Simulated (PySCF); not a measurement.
# Correlation energy of Ni²⁺ (nickel, charge +2)

[Ar] 3d7 4p1, one real determinant (an excited configuration). Computed with PySCF 2.14 in aug-cc-pVTZ, with no relativity, point nucleus. Frozen: [Ar]; 8 electrons correlated.

```tsv
level	correlation energy (mhartree)
CCSD	-194.82
(T)	-3.45
CCSD(T)	-198.27
```

Diagnostics: T1 = 0.0082, D1 = 0.0233, largest double amplitude 0.032.

The real determinant used has ⟨L²⟩ near 14 against 20 for a pure G term, so it mixes terms.

Cost of the coupled-cluster step: 43 s of wall time on 1 thread of Neoverse-V1 (shared host), for 8 correlated electrons.

Iterations:

```
CC2 = 0
CCSD nocc = (np.int64(6), np.int64(2)), nmo = (84, 84)
frozen orbitals [[0, 1, 2, 3, 4, 5, 6, 7, 8], [0, 1, 2, 3, 4, 5, 6, 7, 8]]
max_cycle = 100
direct = 0
conv_tol = 1e-08
conv_tol_normt = 1e-06
diis_space = 8
diis_start_cycle = 0
Init t2, MP2 energy = -0.194101174363805
Init E_corr(UCCSD) = -0.194101174365541
cycle = 1  E_corr(UCCSD) = -0.192519015900555  dE = 0.00158215846  norm(t1,t2) = 0.0270521
cycle = 2  E_corr(UCCSD) = -0.194098983190672  dE = -0.00157996729  norm(t1,t2) = 0.00981686
cycle = 3  E_corr(UCCSD) = -0.194453345380021  dE = -0.000354362189  norm(t1,t2) = 0.00560676
cycle = 4  E_corr(UCCSD) = -0.194674154154171  dE = -0.000220808774  norm(t1,t2) = 0.00334512
cycle = 5  E_corr(UCCSD) = -0.194738485709096  dE = -6.43315549e-05  norm(t1,t2) = 0.00263164
cycle = 6  E_corr(UCCSD) = -0.194788252894584  dE = -4.97671855e-05  norm(t1,t2) = 0.00137619
cycle = 7  E_corr(UCCSD) = -0.194803922881125  dE = -1.56699865e-05  norm(t1,t2) = 0.000782394
cycle = 8  E_corr(UCCSD) = -0.194797396010974  dE = 6.52687015e-06  norm(t1,t2) = 0.000637325
cycle = 9  E_corr(UCCSD) = -0.194811347066456  dE = -1.39510555e-05  norm(t1,t2) = 0.000539173
cycle = 10  E_corr(UCCSD) = -0.19482108146731  dE = -9.73440085e-06  norm(t1,t2) = 0.000289034
cycle = 11  E_corr(UCCSD) = -0.194819749030533  dE = 1.33243678e-06  norm(t1,t2) = 0.000156872
cycle = 12  E_corr(UCCSD) = -0.194820758993981  dE = -1.00996345e-06  norm(t1,t2) = 7.36346e-05
cycle = 13  E_corr(UCCSD) = -0.194820964395479  dE = -2.05401498e-07  norm(t1,t2) = 5.82134e-05
cycle = 14  E_corr(UCCSD) = -0.194821504307069  dE = -5.3991159e-07  norm(t1,t2) = 4.62535e-05
cycle = 15  E_corr(UCCSD) = -0.194821744095266  dE = -2.39788197e-07  norm(t1,t2) = 3.22708e-05
cycle = 16  E_corr(UCCSD) = -0.194821564946708  dE = 1.79148558e-07  norm(t1,t2) = 1.93268e-05
cycle = 17  E_corr(UCCSD) = -0.194821398425848  dE = 1.6652086e-07  norm(t1,t2) = 1.42493e-05
cycle = 18  E_corr(UCCSD) = -0.194821242890602  dE = 1.55535246e-07  norm(t1,t2) = 1.05473e-05
cycle = 19  E_corr(UCCSD) = -0.194821190622852  dE = 5.22677498e-08  norm(t1,t2) = 6.84664e-06
cycle = 20  E_corr(UCCSD) = -0.194821113162466  dE = 7.74603863e-08  norm(t1,t2) = 5.12581e-06
cycle = 21  E_corr(UCCSD) = -0.194821082235908  dE = 3.09265584e-08  norm(t1,t2) = 4.04765e-06
cycle = 22  E_corr(UCCSD) = -0.194821061711954  dE = 2.05239534e-08  norm(t1,t2) = 3.3569e-06
cycle = 23  E_corr(UCCSD) = -0.194821071806938  dE = -1.0094984e-08  norm(t1,t2) = 2.14721e-06
cycle = 24  E_corr(UCCSD) = -0.194821073667556  dE = -1.8606181e-09  norm(t1,t2) = 1.39546e-06
cycle = 25  E_corr(UCCSD) = -0.194821055620874  dE = 1.80466826e-08  norm(t1,t2) = 1.08915e-06
cycle = 26  E_corr(UCCSD) = -0.194821037555843  dE = 1.80650304e-08  norm(t1,t2) = 9.26925e-07
cycle = 27  E_corr(UCCSD) = -0.194821023355731  dE = 1.42001118e-08  norm(t1,t2) = 7.48758e-07
cycle = 28  E_corr(UCCSD) = -0.194821012831457  dE = 1.05242742e-08  norm(t1,t2) = 5.91991e-07
cycle = 29  E_corr(UCCSD) = -0.194821010536806  dE = 2.29465147e-09  norm(t1,t2) = 4.03137e-07
UCCSD converged
E(UCCSD) = -1505.7825806684  E_corr = -0.1948210105368058
UCCSD(T) correction = -0.0034481220264945
```

The reference is one real determinant that mixes LS terms of this configuration.
